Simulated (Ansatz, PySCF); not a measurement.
System: AlCl, net charge -1, doublet state. 
Coordinates optimised at B3LYP-D3(BJ)/def2-TZVP (Ansatz, a first-principles code):
```
Al
Cl 1 2.3421
```
Charge -1, spin multiplicity 2.

Total electronic energies in hartree. Valence correlation only, unless marked. UHF or UKS for open shells. No spin-orbit coupling. No relativistic terms. CBS marks a two-point X^-3 extrapolation of the correlation energy; Hartree-Fock from the larger set.

```tsv
level	program	energy (Eh)
RI-HF/cc-pV(Q+d)Z	Ansatz	-701.50683
PBE-D3(BJ)/def2-TZVPD	Ansatz + dftd3	-702.38583
BP86/def2-TZVPD	PySCF	-702.77588
PBE0-D3(BJ)/def2-TZVP	Ansatz + dftd3	-702.43813
PW6B95/def2-TZVPD	PySCF	-703.29026
wB97M-V/def2-TZVPD	Ansatz	-702.66582
MP2/def2-TZVPP	Ansatz	-701.73136
SCS-MP2/aug-cc-pV(D+d)Z	Ansatz	-701.68605
CCSD(T)/CBS(aug-cc-pV(T+d)Z,aug-cc-pV(Q+d)Z)	Ansatz	-701.8419
```

Totals of different functionals don't rank their quality; only differences between species are comparable.
